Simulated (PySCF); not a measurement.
H₁₂Si₅, triplet, at the geometry of the source list (a higher spin typed on purpose: for a closed-shell molecule this is an excited state) (in this run its highest filled SCF level lies above zero, so its values depend strongly on the basis, on diffuse functions most of all); R2SCAN/STO-3G run with PySCF.

PySCF was given this input:
```python
from pyscf import gto, scf, dft

mol = gto.M(
    atom='''
Si   -0.408800   -0.874300   -2.137500
Si   -0.000000   -0.000000    0.000000
Si   -0.011700    2.343200   -0.098400
Si   -1.671000   -0.728900    1.475500
Si    2.091500   -0.740000    0.760400
H    -1.703600   -0.451600   -2.677100
H    -0.415700   -2.339300   -2.151300
H     0.600000   -0.458300   -3.115000
H     0.238200    2.959700    1.206900
H    -1.292700    2.877500   -0.567500
H     1.010900    2.870600   -1.005200
H    -3.009400   -0.300600    1.061300
H    -1.722000   -2.188800    1.586500
H    -1.478300   -0.219300    2.835500
H     2.171300   -2.200300    0.846800
H     3.187100   -0.319200   -0.116400
H     2.414200   -0.230600    2.095600
''',
    basis='sto-3g',
    charge=0,
    spin=2,
    verbose=4,
)

mf = dft.UKS(mol)
mf.xc = 'r2scan'
mf.kernel()
```

It wrote (shortened):

```
PySCF version 2.14.0

[INPUT] verbose = 4
[INPUT] num. atoms = 17
[INPUT] num. electrons = 82
[INPUT] charge = 0
[INPUT] spin (= nelec alpha-beta = 2S) = 2
[INPUT] symmetry False subgroup None
[INPUT] Mole.unit = angstrom
[INPUT] Symbol           X                Y                Z      unit          X                Y                Z       unit  Magmom
[INPUT]  1 Si    -0.408800000000  -0.874300000000  -2.137500000000 AA   -0.772520039722  -1.652187550707  -4.039289591258 Bohr   0.0
[INPUT]  2 Si     0.000000000000   0.000000000000   0.000000000000 AA    0.000000000000   0.000000000000   0.000000000000 Bohr   0.0
[INPUT]  3 Si    -0.011700000000   2.343200000000  -0.098400000000 AA   -0.022109795657   4.428006255081  -0.185949050657 Bohr   0.0
[INPUT]  4 Si    -1.671000000000  -0.728900000000   1.475500000000 AA   -3.157732354148  -1.377421372195   2.788290896796 Bohr   0.0
[INPUT]  5 Si     2.091500000000  -0.740000000000   0.760400000000 AA    3.952362189528  -1.398397332178   1.436947745119 Bohr   0.0
[INPUT]  6 H     -1.703600000000  -0.451600000000  -2.677100000000 AA   -3.219337425809  -0.853400317854  -5.058985808073 Bohr   0.0
[INPUT]  7 H     -0.415700000000  -2.339300000000  -2.151300000000 AA   -0.785559149982  -4.420636323195  -4.065367811777 Bohr   0.0
[INPUT]  8 H      0.600000000000  -0.458300000000  -3.115000000000 AA    1.133835674739  -0.866061482888  -5.886496878020 Bohr   0.0
[INPUT]  9 H      0.238200000000   2.959700000000   1.206900000000 AA    0.450132762871   5.593022410875   2.280710459738 Bohr   0.0
[INPUT] 10 H     -1.292700000000   2.877500000000  -0.567500000000 AA   -2.442848961225   5.437686923436  -1.072419575691 Bohr   0.0
[INPUT] 11 H      1.010900000000   2.870600000000  -1.005200000000 AA    1.910324139323   5.424647813176  -1.899552700413 Bohr   0.0
[INPUT] 12 H     -3.009400000000  -0.300600000000   1.061300000000 AA   -5.686941799266  -0.568051673044   2.005566336001 Bohr   0.0
[INPUT] 13 H     -1.722000000000  -2.188800000000   1.586500000000 AA   -3.254108386501  -4.136232541448   2.998050496622 Bohr   0.0
[INPUT] 14 H     -1.478300000000  -0.219300000000   2.835500000000 AA   -2.793582129945  -0.414416939117   5.358318426204 Bohr   0.0
[INPUT] 15 H      2.171300000000  -2.200300000000   0.846800000000 AA    4.103162334268  -4.157964391881   1.600220082282 Bohr   0.0
[INPUT] 16 H      3.187100000000  -0.319200000000  -0.116400000000 AA    6.022746131601  -0.603200578961  -0.219964120899 Bohr   0.0
[INPUT] 17 H      2.414200000000  -0.230600000000   2.095600000000 AA    4.562176809925  -0.435770844325   3.960110066639 Bohr   0.0

nuclear repulsion = 496.35391980319
number of shells = 37
number of NR pGTOs = 171
number of NR cGTOs = 57
basis = sto-3g
ecp = {}

******** <class 'pyscf.dft.uks.UKS'> ********
method = UKS
initial guess = minao
damping factor = 0
level_shift factor = 0
DIIS = <class 'pyscf.scf.diis.CDIIS'>
diis_start_cycle = 1
diis_space = 8
diis_damp = 0
SCF conv_tol = 1e-09
SCF conv_tol_grad = None
SCF max_cycles = 50
direct_scf = True
direct_scf_tol = 1e-13
number electrons alpha = 42  beta = 40
XC library pyscf.dft.libxc version 7.1.2
    S. Lehtola, C. Steigemann, M. J. T. Oliveira, and M. A. L. Marques,  SoftwareX 7, 1–5 (2018)
XC functionals = r2scan
    J. W. Furness, A. D. Kaplan, J. Ning, J. P. Perdew, and J. Sun,  J. Phys. Chem. Lett. 11, 8208–8215 (2020)
    J. W. Furness, A. D. Kaplan, J. Ning, J. P. Perdew, and J. Sun,  J. Phys. Chem. Lett. 11, 9248–9248 (2020)
    J. W. Furness, A. D. Kaplan, J. Ning, J. P. Perdew, and J. Sun,  J. Phys. Chem. Lett. 11, 8208–8215 (2020)
    J. W. Furness, A. D. Kaplan, J. Ning, J. P. Perdew, and J. Sun,  J. Phys. Chem. Lett. 11, 9248–9248 (2020)
radial grids:
    Treutler-Ahlrichs [JCP 102, 346 (1995); DOI:10.1063/1.469408] (M4) radial grids

becke partition: Becke, JCP 88, 2547 (1988); DOI:10.1063/1.454033
pruning grids: <function nwchem_prune>
grids dens level: 3
symmetrized grids: False
atomic radii adjust function: <function treutler_atomic_radii_adjust>
small_rho_cutoff = 0
Set gradient conv threshold to 3.16228e-05
tot grids = 213600
init E= -1436.65010644419

cycle= 1 E= -1437.49739373366  delta_E= -0.847  |g|= 0.105  |ddm|= 3.71

cycle= 2 E= -1437.43944044195  delta_E= 0.058  |g|= 0.198  |ddm|= 1.84

cycle= 3 E= -1437.49560123124  delta_E= -0.0562  |g|= 0.0942  |ddm|=  1.9

cycle= 4 E= -1437.50856667277  delta_E= -0.013  |g|= 0.0375  |ddm|= 0.977

cycle= 5 E= -1437.50869174244  delta_E= -0.000125  |g|= 0.0362  |ddm|= 0.488

cycle= 6 E= -1437.5103970959  delta_E= -0.00171  |g|= 0.0214  |ddm|= 0.406

cycle= 7 E= -1437.51120577596  delta_E= -0.000809  |g|= 0.0082  |ddm|= 0.191

cycle= 8 E= -1437.5112844912  delta_E= -7.87e-05  |g|= 0.00453  |ddm|= 0.0634

cycle= 9 E= -1437.51132070617  delta_E= -3.62e-05  |g|= 0.00152  |ddm|= 0.0269

cycle= 10 E= -1437.51132338805  delta_E= -2.68e-06  |g|= 0.00142  |ddm|= 0.0161

cycle= 11 E= -1437.51132714403  delta_E= -3.76e-06  |g|= 0.00113  |ddm|= 0.0183

cycle= 12 E= -1437.51132954389  delta_E= -2.4e-06  |g|= 0.000946  |ddm|= 0.0133

cycle= 13 E= -1437.51133151521  delta_E= -1.97e-06  |g|= 0.00103  |ddm|= 0.018

cycle= 14 E= -1437.51133965767  delta_E= -8.14e-06  |g|= 0.000663  |ddm|= 0.0658

cycle= 15 E= -1437.51134624263  delta_E= -6.58e-06  |g|= 0.000483  |ddm|= 0.0737

cycle= 16 E= -1437.51134866713  delta_E= -2.42e-06  |g|= 0.000499  |ddm|= 0.0353

cycle= 17 E= -1437.51135375291  delta_E= -5.09e-06  |g|= 0.000306  |ddm|= 0.123

cycle= 18 E= -1437.51135357505  delta_E= 1.78e-07  |g|= 0.000237  |ddm|= 0.0213

cycle= 19 E= -1437.51135474324  delta_E= -1.17e-06  |g|= 0.0002  |ddm|= 0.0525

cycle= 20 E= -1437.51135476106  delta_E= -1.78e-08  |g|= 0.000193  |ddm|= 0.00966

cycle= 21 E= -1437.51135473313  delta_E= 2.79e-08  |g|= 0.000204  |ddm|= 0.00137

cycle= 22 E= -1437.51135483925  delta_E= -1.06e-07  |g|= 0.00017  |ddm|= 0.00417

cycle= 23 E= -1437.51135509332  delta_E= -2.54e-07  |g|= 0.00014  |ddm|= 0.0356

cycle= 24 E= -1437.51135513866  delta_E= -4.53e-08  |g|= 0.000141  |ddm|= 0.0145

cycle= 25 E= -1437.51135527257  delta_E= -1.34e-07  |g|= 6.55e-05  |ddm|= 0.0127

cycle= 26 E= -1437.51135527663  delta_E= -4.06e-09  |g|= 0.000108  |ddm|= 0.00661

cycle= 27 E= -1437.51135539094  delta_E= -1.14e-07  |g|= 5.2e-05  |ddm|= 0.017

cycle= 28 E= -1437.51135540806  delta_E= -1.71e-08  |g|= 4.85e-05  |ddm|= 0.00527

cycle= 29 E= -1437.51135539987  delta_E= 8.19e-09  |g|= 4.73e-05  |ddm|= 0.00463

cycle= 30 E= -1437.51135542917  delta_E= -2.93e-08  |g|= 3.39e-05  |ddm|= 0.00691

cycle= 31 E= -1437.51135542991  delta_E= -7.41e-10  |g|= 3.93e-05  |ddm|= 0.00491

cycle= 32 E= -1437.51135544829  delta_E= -1.84e-08  |g|= 2.04e-05  |ddm|= 0.00474

cycle= 33 E= -1437.51135545634  delta_E= -8.05e-09  |g|= 4.27e-06  |ddm|= 0.00556

cycle= 34 E= -1437.51135545644  delta_E= -1.03e-10  |g|= 1.36e-06  |ddm|= 0.000313

Extra cycle  E= -1437.51135545645  delta_E= -4.09e-12  |g|= 2.33e-06  |ddm|= 2.48e-05
converged SCF energy = -1437.51135545645  <S^2> = 2.0018853  2S+1 = 3.0012566
```
